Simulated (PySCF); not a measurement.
Stationary points of SeO2(OH)2

All numbers come from PBE/[Se def2-SVP, O def2-SVP, H def2-SVP], no relativity, density fitting, PySCF.

Relaxations began from a few typed shapes. The search is not exhaustive: other isomers or separated fragments can lie lower, and high-lying points may rest on an excited occupation.

```csv
spin,group,bonds,angles,imaginary modes (cm⁻¹),ΔE (kJ/mol),ΔE with ZPE (kJ/mol)
singlet,C2,"O–H 0.984 Å (×2), Se–O 1.614 Å (×2), Se–O 1.792 Å (×2)","H–O–Se 104.8° (×2), O–Se–O 100.3°, O–Se–O 106.1° (×2), O–Se–O 107.0° (×2), O–Se–O 127.2°",none,0.0,0.0
singlet,C2h,"O–H 0.986 Å (×2), Se–O 1.660 Å (×2), Se–O 1.844 Å (×2)","H–O–Se 102.4° (×2), O–Se–O 89.2° (×2), O–Se–O 90.8° (×2), O–Se–O 180.0° (×2)",181i,181.7,–
singlet,Cs,"O–H 0.986 Å (×2), Se–O 1.647 Å, Se–O 1.666 Å, Se–O 1.845 Å, Se–O 1.897 Å","H–O–Se 101.7°, H–O–Se 104.7°, O–Se–O 78.6°, O–Se–O 87.9°, O–Se–O 89.5°",198i,204.8,–
```

The lowest minimum found is the singlet C2: O–H 0.984 Å (×2), Se–O 1.614 Å (×2), Se–O 1.792 Å (×2); H–O–Se 104.8° (×2), O–Se–O 100.3°, O–Se–O 106.1° (×2), O–Se–O 107.0° (×2), O–Se–O 127.2°.
